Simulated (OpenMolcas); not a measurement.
**Multiplet structure of Sn III**

```
Program             : OpenMolcas
Method              : MS-CASPT2, IPEA 0.25 Eh, imaginary shift 0.1 Eh (closed shells correlated: 4d)
Basis               : ANO-RCC-VQZP [8s7p5d3f2g]
Scalar Hamiltonian  : DKH2, point nucleus
Active space        : 2 electrons in 4 orbitals (5s 5p)
State averaging     : 2S+1 = 3 even, 3 roots; 2S+1 = 1 even, 7 roots; 2S+1 = 3 odd, 3 roots; 2S+1 = 1 odd, 3 roots
Spin-orbit coupling : RASSI with atomic mean-field integrals over the reference wave functions, term energies averaged over their components
```

Spin-free terms above the lowest, with the occupations of the reference:

| Configuration | Term | E (cm-1) | Occupations |
| --- | --- | --- | --- |
| 5s2 | 1S | 0.0 | 5s 1.93 5p 0.07 |
| 5s 5p | 3P* | 57010 | 5s 1.00 5p 1.00 |
| 5s 5p | 1P* | 78750 | 5s 1.00 5p 1.00 |
| 5p2 | 3P | 131720 | 5p 2.00 |
| 5p2 | 1D | 133430 | 5p 2.00 |
| 5p2 | 1S | 151140 | 5s 0.07 5p 1.93 |

With spin-orbit coupling, above the lowest level:

```json
{"Configuration": "5s2", "Term": "1S", "J": "0", "E (cm-1)": "0.0", "Measured (cm-1)": "0.0", "g": "", "Term weight %": "100", "Second": ""}
{"Configuration": "5s 5p", "Term": "3P*", "J": "0", "E (cm-1)": "53950", "Measured (cm-1)": "53548", "g": "", "Term weight %": "100", "Second": ""}
{"Configuration": "5s 5p", "Term": "3P*", "J": "1", "E (cm-1)": "55330", "Measured (cm-1)": "55196", "g": "1.498", "Term weight %": "99", "Second": ""}
{"Configuration": "5s 5p", "Term": "3P*", "J": "2", "E (cm-1)": "58550", "Measured (cm-1)": "59229", "g": "1.501", "Term weight %": "100", "Second": ""}
{"Configuration": "5s 5p", "Term": "1P*", "J": "1", "E (cm-1)": "78910", "Measured (cm-1)": "79911", "g": "1.003", "Term weight %": "99", "Second": ""}
{"Configuration": "5p2", "Term": "3P", "J": "0", "E (cm-1)": "128050", "Measured (cm-1)": "127308", "g": "", "Term weight %": "97", "Second": "3 1S"}
{"Configuration": "5p2", "Term": "3P", "J": "1", "E (cm-1)": "130260", "Measured (cm-1)": "130120", "g": "1.501", "Term weight %": "100", "Second": ""}
{"Configuration": "5p2", "Term": "3P", "J": "2", "E (cm-1)": "131230", "Measured (cm-1)": "", "g": "1.265", "Term weight %": "53", "Second": "47 1D"}
{"Configuration": "5p2", "Term": "1D", "J": "2", "E (cm-1)": "135390", "Measured (cm-1)": "", "g": "1.236", "Term weight %": "53", "Second": "47 3P"}
{"Configuration": "5p2", "Term": "1S", "J": "0", "E (cm-1)": "151870", "Measured (cm-1)": "", "g": "", "Term weight %": "96", "Second": "3 3P"}
```

Against the 6 measured excited levels shown (Moore, Atomic Energy Levels, vol. III, NSRDS-NBS 35 (1971 reprint of NBS Circular 467, 1958)) the mean absolute deviation is 520 cm-1; the largest miss in energy is 5s 5p 1P* 1: computed 78910, measured 79911 cm-1 (-1.3 %).

Spin-orbit coupling puts the lowest level 2.2 cm-1 below the lowest spin-free term.

CASPT2 breaks the degeneracy within a term, and the mean is taken; among the terms shown or strongly mixed into the levels shown the widest spread is 16 cm-1 (5p2 1D). Over all roots computed the reference weight is 0.89 to 0.94; the roots of lowest weight are the least certain, and an intruder state may touch them. The ¹D term of p² mixes with s d, which this space lacks. Measured partners are found by configuration, term and J. A level has none where our copy of the source lacks it or the pairing is in doubt (some pairs that miss far off the trend of their configuration count as doubtful), and it then counts in no deviation. Only configurations of the active space appear.

The term weight is that of the spin-free term in the level, not the purity of its configuration. * marks odd parity.
